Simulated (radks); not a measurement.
Q: These are the eigenvalues of the occupied orbitals of an atom or ion with whole-number occupations (hartree). Method: scalar-relativistic Kohn-Sham, PBE, spin-polarised, spherical densities, finite nucleus; Fermi nuclear charge, rms radius of each element as measured or else 0.836 A^(1/3) + 0.57 fm; computed with a radial shooting solver on a logarithmic mesh with Libxc functionals.

orbital  eigenvalue
1s down   -2881.325
1s up     -2881.325
2s up     -506.4558
2s down   -506.4535
2p up     -439.0978
2p down   -439.0960
3s up     -119.1947
3s down   -119.1939
3p up     -99.56805
3p down   -99.56710
3d up     -78.24668
3d down   -78.24501
4s up     -25.84856
4s down   -25.84632
4p up     -19.40934
4p down   -19.40728
4d up     -11.57790
4d down   -11.57551
5s up      -4.04944
5s down    -4.03310
4f up      -2.87778
4f down    -2.87416
5p up      -2.37293
5p down    -2.35241
5d up      -0.53648
5d down    -0.51378

Which element is it, and in what charge state? The configuration may be excited. Open shells, if any, are filled with parallel spins first.

A: Z = 78, platinum, charge +1: Pt+ in [Xe] 4f14 5d9. The list shows which subshells hold electrons but not how many an open one holds; the 1s level, -2881.3 hartree, gives Z - s = 75.9 by -(Z - s)^2/2, which with screening and relativity narrows Z to a few neighbours, and the depths of the outer levels then fix element, charge and occupations together.
